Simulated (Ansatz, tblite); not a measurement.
Forces on Ga2As3 at its r2SCAN-D4/def2-SVP geometry. Charge 0, multiplicity 2.

The xTB rows come from tblite. Another isomer (doublet) lies 0.03 eV lower at PBE0-D4/def2-TZVP; other spin states weren't run for this one.

GFN1-xTB (tblite), largest force 0.49 eV/Å:

```xyz
5
positions Å, forces eV/Å
Ga   -0.175   -1.666    1.596    0.075    0.152   -0.128
Ga   -0.648    1.487   -1.651    0.114   -0.109    0.140
As   -0.129   -0.971   -0.924    0.177   -0.088   -0.110
As   -0.636    0.804    0.873    0.109    0.149    0.130
As    1.589    0.346    0.106   -0.475   -0.104   -0.032
```

GFN2-xTB (tblite), largest force 0.84 eV/Å:

```
Ga 0.054 -0.588 0.595
Ga -0.120 0.575 -0.601
As 0.214 0.235 0.199
As 0.316 -0.121 -0.162
As -0.464 -0.101 -0.031
```

PBE-D4/def2-TZVP (Ansatz), largest force 0.24 eV/Å:

```
Ga 0.022 -0.110 0.114
Ga -0.011 0.113 -0.115
As -0.080 -0.171 -0.153
As -0.162 0.117 0.138
As 0.231 0.051 0.015
```
